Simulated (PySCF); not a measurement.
## Correlation energy of C+ (carbon, charge +1)

[He] 2s2 3d1, 2D determinant (an excited configuration). Computed with PySCF 2.14 in aug-cc-pwCVDZ (5s4p2d, 27 functions), with the non-relativistic Hamiltonian (point nucleus). Frozen: nothing; 5 electrons correlated.

```csv
level,correlation energy (mhartree)
CCSD,-98.50
(T),-1.21
CCSD(T),-99.71
CCSDT,-100.05
```

Diagnostics: T1 = 0.0083, D1 = 0.0163, largest double amplitude 0.156.

The outer electron is Rydberg-like, and this basis confines it to a smaller radius and binds it less than a complete one would. A double-excitation amplitude exceeds 0.15, a sign of near-degeneracy.

Cost of the coupled-cluster step: of the order of 0.4 core-seconds, for 5 correlated electrons.

Iterations:

```
CC2 = 0
CCSD nocc = (np.int64(3), np.int64(2)), nmo = (27, 27)
frozen orbitals [[], []]
max_cycle = 100
direct = 0
conv_tol = 1e-08
conv_tol_normt = 1e-06
diis_space = 8
diis_start_cycle = 0
Init t2, MP2 energy = -0.0799787286815612
Init E_corr(UCCSD) = -0.0799787286815666
cycle = 1  E_corr(UCCSD) = -0.1113346729382  dE = -0.0313559443  norm(t1,t2) = 0.241483
cycle = 2  E_corr(UCCSD) = -0.13993511220232  dE = -0.0286004393  norm(t1,t2) = 0.387865
cycle = 3  E_corr(UCCSD) = -0.0797283788829301  dE = 0.0602067333  norm(t1,t2) = 0.619094
cycle = 4  E_corr(UCCSD) = -0.102718033023683  dE = -0.0229896541  norm(t1,t2) = 0.0992646
cycle = 5  E_corr(UCCSD) = -0.0986942837710553  dE = 0.00402374925  norm(t1,t2) = 0.0934388
cycle = 6  E_corr(UCCSD) = -0.097952187772948  dE = 0.000742095998  norm(t1,t2) = 0.0116686
cycle = 7  E_corr(UCCSD) = -0.098553364580398  dE = -0.000601176807  norm(t1,t2) = 0.0109051
cycle = 8  E_corr(UCCSD) = -0.098699565566402  dE = -0.000146200986  norm(t1,t2) = 0.00390424
cycle = 9  E_corr(UCCSD) = -0.0984609039561809  dE = 0.00023866161  norm(t1,t2) = 0.00300038
cycle = 10  E_corr(UCCSD) = -0.0984961011519076  dE = -3.51971957e-05  norm(t1,t2) = 0.000505972
cycle = 11  E_corr(UCCSD) = -0.0984985569525751  dE = -2.45580067e-06  norm(t1,t2) = 0.000103836
cycle = 12  E_corr(UCCSD) = -0.0984991648066093  dE = -6.07854034e-07  norm(t1,t2) = 1.34268e-05
cycle = 13  E_corr(UCCSD) = -0.0984993131700731  dE = -1.48363464e-07  norm(t1,t2) = 8.51028e-06
cycle = 14  E_corr(UCCSD) = -0.0984992534032133  dE = 5.97668599e-08  norm(t1,t2) = 4.07949e-06
cycle = 15  E_corr(UCCSD) = -0.098499215119279  dE = 3.82839342e-08  norm(t1,t2) = 1.88072e-06
cycle = 16  E_corr(UCCSD) = -0.0984992214556708  dE = -6.33639181e-09  norm(t1,t2) = 3.73082e-07
UCCSD converged
E(UCCSD) = -36.65826573206705  E_corr = -0.09849922145567083
UCCSD(T) correction = -0.00120666730120042
```
